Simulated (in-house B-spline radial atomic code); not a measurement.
## Functionals against NIST's ionisation energies along a row: Mg³⁺ to S³⁺

Ionisation energies as differences of self-consistent total energies from a B-spline radial code for spherical atoms: all electrons, radial basis limit, scalar-relativistic (one-electron X2C), spin-polarised at highest spin, spherical densities; exact exchange is averaged over the determinants of each configuration. No spin-orbit coupling, Breit or QED terms. NIST's values run from ground level to ground level, so in open shells the differences also hold multiplet and fine-structure energies that spherical high-spin averages miss. Columns give computed minus NIST, in eV; a star marks a semi-empirical value. Species are left out where the tabulated value is theory, is uncertain by more than 0.12 eV, or (13 ions, such as In⁴⁺, Te⁴⁺ and Bi⁴⁺) lies off its series for all methods alike, which flatters the means a little.

```csv
species,shell,NIST (eV),PBEsol,RPBE,BP86,CAM-B3LYP,B97-1,AM05
Mg³⁺,2p,109.27*,+0.21,+0.31,+0.59,+0.48,+0.35,+0.16
Al³⁺,2p,119.99,+0.15,+0.26,+0.46,+0.40,+0.29,+0.11
Si³⁺,3s,45.14,+0.27,+0.46,+0.30,+0.77,+0.03,+0.19
P³⁺,3s,51.44,-0.25,-0.11,+0.01,+0.12,+0.08,-0.35
S³⁺,3p,47.22 ± 0.01*,-0.06,-0.07,+0.09,+0.13,-0.07,-0.08
```

Question: How do the methods rank, and which species is hardest?

Answer: Mean absolute (signed) differences: B97-1 0.17 (+0.14) eV; AM05 0.18 (0.00) eV; PBEsol 0.19 (+0.06) eV; RPBE 0.24 (+0.17) eV; BP86 0.29 (+0.29) eV; CAM-B3LYP 0.38 (+0.38) eV. For Mg³⁺, which loses a 2p electron, the nearest method is off by +0.16 eV, the largest such miss. The first two are tied within the accuracy of the references.
